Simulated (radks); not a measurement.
Valence configurations of Pm IV (all share [Xe]). All-electron calculation, Dirac Kohn-Sham, PBE, spin-unpolarised, spherical densities, finite nucleus; open shells are shared between the two j in proportion to 2j + 1; Fermi nuclear charge, rms radius 4.962 fm. Program: a radial shooting solver on a logarithmic mesh with Libxc functionals. Energies are relative to 4f4; eigenvalues in eV.

valence          E (eV)  e(4f5/2)  e(4f7/2)  e(5d3/2)  e(5d5/2)  e(6p1/2)
4f4               0.000   -31.927   -31.397         -         -         -
4f3.5 6p0.5       8.360   -37.288   -36.732         -         -   -18.619
4f3 5d1           9.788   -38.799   -38.221   -26.356   -25.928         -
4f3 5d0.5 6s0.5  11.623   -40.347   -39.767   -27.404   -26.961         -
4f3 6s1          13.646   -41.922   -41.340         -         -         -
4f2 5d2          24.983   -46.385   -45.757   -28.183   -27.701         -
4f2 5d1 6s1      29.910   -49.669   -49.038   -30.387   -29.875         -
4f2 6s2          35.648   -53.045   -52.411         -         -         -
4f2 6p2          47.079   -55.053   -54.418         -         -   -21.996
4f1 6s1 6p2      79.532   -67.059   -66.371         -         -   -23.564

NIST lists [Xe] 4f4 as the ground configuration; this level of theory agrees among the configurations tried. The energies are those of spherical spin-averaged densities, not of single terms.
